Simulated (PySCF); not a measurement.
The same groups moved round the core (norbornane formyl+boryl). All species are isolated molecules in the gas phase. One relaxed conformer stands for each flexible species; it need not be the lowest. Strings in code marks are SMILES.

These are B3LYP-D3(BJ)/def2-TZVP // PBE0-D4/def2-SVP (PySCF 2.14.0) values and carry that method's errors. All candidates: neutral, multiplicity 1. B3LYP has the VWN-RPA correlation part, as in Gaussian. Delta-SCF ions had no search for a lower state. 

The vertical ionisation energy (Delta-SCF) is 9.21 eV and the HOMO–LUMO gap is 5.32 eV. The LUMO is -1.70 eV.

Task: Identify which member has these values.
A. `B[C@@H]1C[C@H]2CC[C@@H]1[C@H]2C=O`
B. `B[C@@]1(C=O)C[C@@H]2CC[C@H]1C2`
C. `B[C@@H]1C[C@H]2C[C@@H]1C[C@@H]2C=O`
D. `B[C@]1(C=O)[C@H]2CC[C@@H]1CC2`

Result: B, `B[C@@]1(C=O)C[C@@H]2CC[C@H]1C2`. The others give `B[C@@H]1C[C@H]2C[C@@H]1C[C@@H]2C=O`: 9.38 eV, 5.56 eV, -1.60 eV; `B[C@]1(C=O)[C@H]2CC[C@@H]1CC2`: 9.24 eV, 4.99 eV, -2.03 eV; `B[C@@H]1C[C@H]2CC[C@@H]1[C@H]2C=O`: 9.56 eV, 5.97 eV, -1.49 eV
